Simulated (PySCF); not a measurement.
VO2F, SMILES [O]=[V](=[O])[F], multiplicity 1. Atoms are numbered in the order given.

```xyz
4

V     -0.0476    -0.1867     0.0000
O     -0.8687     0.1814     1.2893
O     -0.8687     0.1814    -1.2893
F      1.6660     0.1545     0.0000
```

The structure is a stationary point at B3LYP-D3(BJ)/def2-SVP. The spin state was assumed, not searched.

Two levels are set side by side: PBE/pcSseg-2 (PySCF) and PBE0/pcSseg-2 (PySCF). GIAO shifts against CFCl3 (¹⁹F), H2O (¹⁷O) at the same level; non-relativistic, no solvent, atoms listed together averaged. Differences are taken from unrounded values.

```json
[
 {"quantity": "δ(¹⁷O) of O2, O3 (ppm)", "PBE0": "1590.8"},
 {"quantity": "δ(¹⁹F) of F4 (ppm)", "PBE0": "226.2"}
]
```

Task: What does PBE give, and how far is it from PBE0? (The exact figures need the calculation; the answer reports its results.)

Result: 
```csv
quantity,PBE,PBE minus PBE0
"δ(¹⁷O) of O2, O3 (ppm)",1338.5,-252.3
δ(¹⁹F) of F4 (ppm),246.8,20.6
```

Rough cost on one machine, each run with all the roots and properties that it gave: PBE0 against PBE within a factor of 2.
